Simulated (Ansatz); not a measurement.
Sn₂Se⁺. The state is a doublet with charge 1. Geometry r2SCAN-D4/def2-TZVP; atoms count from 1.

Cartesian coordinates in Å:
```
Sn 0.908 0.230 1.439
Sn -1.434 -0.857 -0.398
Se 0.526 0.627 -1.041
```

In the def2 sets Sn takes a core potential; there is no spin–orbit coupling. The structure comes from a short search, and lower isomers may exist.

**Question.** Estimate the Mulliken populations from the PBE0/def2-TZVP orbitals of Ansatz.

**Answer.** 
| atom | charge (e) | spin (α − β) |
| --- | --- | --- |
| Sn1 | 0.62 | 0.51 |
| Sn2 | 0.62 | 0.51 |
| Se3 | -0.23 | -0.02 |
Mulliken values and Mayer orders depend strongly on the basis.

**Question.** Where does the spin sit?

**Answer.** Summed by element: Sn 1.02, Se -0.02, of 1 unpaired in all. Largest on single atoms: Sn1 0.51, Sn2 0.51, Se3 -0.02.

**Question.** And the Mayer bond orders between bonded heavy atoms (over 0.3)?

**Answer.** Sn1–Sn2 0.60 (3.17 Å); Sn1–Se3 1.25 (2.54 Å); Sn2–Se3 1.25 (2.54 Å).
